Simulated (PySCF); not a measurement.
NiO, SMILES [O]=[Ni] (connectivity only; charge and spin as stated), neutral, multiplicity 3.

Coordinates come from a PBE-D3(BJ)/def2-TZVPD optimisation. The spin state was assumed, not searched.

Computed with PBE-D3(BJ)/def2-TZVPD (PySCF 2.14.0).

Frequencies are harmonic and unscaled.

| mode | ν (cm⁻¹) | IR (km/mol) | moving atoms (share of kinetic energy) |
|---|---|---|---|
| 1 | 837 | 45.5 | O 79 %, Ni 21 % |
